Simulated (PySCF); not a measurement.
CdGeH4S. Atoms are numbered in the order given.

```xyz
7

Cd     0.1479     0.2478    -0.4087
S      0.8846     1.4417    -2.3384
H      2.0439     1.8188    -1.7257
Ge    -0.6507    -1.0267     1.6393
H     -0.6867    -2.5590     1.3841
H      0.2915    -0.7784     2.8504
H     -2.0797    -0.5885     2.0644
```

Coordinates come from a PBE-D3(BJ)/def2-SVP optimisation. The structure was generated by enumeration; whether it is a known compound was not checked. The def2 effective core potentials stand for the cores of Cd; spin–orbit coupling is left out. One conformer was computed; it need not be the lowest.

Computed with PySCF 2.14.0 with PBE-D3(BJ)/def2-SVP.

Frequencies are harmonic and unscaled.

A small imaginary wavenumber (i) marks a very flat motion, where grid noise or a shallow saddle decides the sign.

| mode | ν (cm⁻¹) | IR (km/mol) | moving atoms (share of kinetic energy) |
|---|---|---|---|
| 1 | 22i | 11.7 | H 98 % |
| 2 | 66 | 3.0 | Cd 43 %, S 40 %, Ge 13 % |
| 3 | 68 | 3.5 | Cd 43 %, S 38 %, Ge 13 % |
| 4 | 196 | 0.5 | Ge 62 %, S 19 %, Cd 17 % |
| 5 | 341 | 35.8 | S 63 %, Cd 32 % |
| 6 | 395 | 2.6 | H 94 % |
| 7 | 400 | 3.3 | H 94 % |
| 8 | 584 | 7.5 | H 94 % |
| 9 | 751 | 296.2 | H 97 % |
| 10 | 855 | 28.7 | H 99 % |
| 11 | 856 | 29.1 | H 99 % |
| 12 | 2054 | 91.8 | H 100 % |
| 13 | 2071 | 100.4 | H 98 % |
| 14 | 2073 | 98.9 | H 98 % |
| 15 | 2606 | 3.3 | H 97 % |
